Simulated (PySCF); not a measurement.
Predicted microwave data (PBE0-D3(BJ)/def2-SVP geometry optimisation, gas phase in PySCF) for one isomer of C3H12B2N2:

- Rotational constants: A = 6026, B = 1486, C = 1332 MHz
- Dipole components: |μa| = 0.21 D, |μb| = 0.27 D, |μc| = 0.07 D
- Inertial defect: -44.47 u·Å²
- κ: -0.93

**Question.** Which structure is it? (One computed conformer of each.)
A. `[CH2:1]=[CH:2][B@@H-:3]1[NH2+:4][BH2-:5][N@H+:6]1[CH3:7]` with C1–C2–B3–N4 117°, C2–B3–N4–B5 -127°, B3–N4–B5–N6 9°, N4–B5–N6–C7 -131°, C2–B3–N6–B5 127°
B. `[BH2-:1]1[NH2+:2][BH-:3]([CH:4]2[CH2:5][CH2:6]2)[NH2+:7]1` with N2–B3–C4–C5 163°
C. `[CH2:1]=[CH:2][B@H-:3]1[NH2+:4][B@H-:5]([CH3:6])[NH2+:7]1` with C1–C2–B3–N4 13°
D. `[CH2:1]=[CH:2][B@H-:3]1[NH2+:4][B@@H-:5]([CH3:6])[NH2+:7]1` with C1–C2–B3–N4 12°
E. `[CH2:1]=[C:2]([CH3:3])[BH-:4]1[NH2+:5][BH2-:6][NH2+:7]1` with C1–C2–B4–N5 114°

**Answer.** C. It is C=C[B@H-]1[NH2+][B@H-](C)[NH2+]1, a near-prolate asymmetric top, point group C1. The candidates at the same level (rigid rotor, commonest isotopes):

```csv
SMILES,A (MHz),B (MHz),C (MHz),μa (D),μb (D),μc (D),Δ (u·Å²),point group,rotor
C=C[B@H-]1[NH2+][B@H-](C)[NH2+]1,6026,1486,1332,0.21,0.27,0.07,-44.47,C1,near-prolate asymmetric top
C=C[B@H-]1[NH2+][B@@H-](C)[NH2+]1,3991,1741,1593,0.15,0.05,0.32,-99.56,C1,asymmetric top
C=C(C)[BH-]1[NH2+][BH2-][NH2+]1,4374,1856,1471,0.27,0.39,0.05,-44.28,C1,asymmetric top
[BH2-]1[NH2+][BH-](C2CC2)[NH2+]1,5721,1596,1376,0.19,0.00,0.08,-37.79,Cs,asymmetric top
C=C[B@@H-]1[NH2+][BH2-][N@H+]1C,3369,2169,1541,0.42,0.34,0.17,-55.06,C1,asymmetric top
```

`C=C(C)[BH-]1[NH2+][BH2-][NH2+]1` has A 27 % too low; `C=C[B@H-]1[NH2+][B@@H-](C)[NH2+]1` has A 34 % too low; `[BH2-]1[NH2+][BH-](C2CC2)[NH2+]1` has B 7 % too high; `C=C[B@@H-]1[NH2+][BH2-][N@H+]1C` has B 46 % too high. No structure here is proved a minimum.
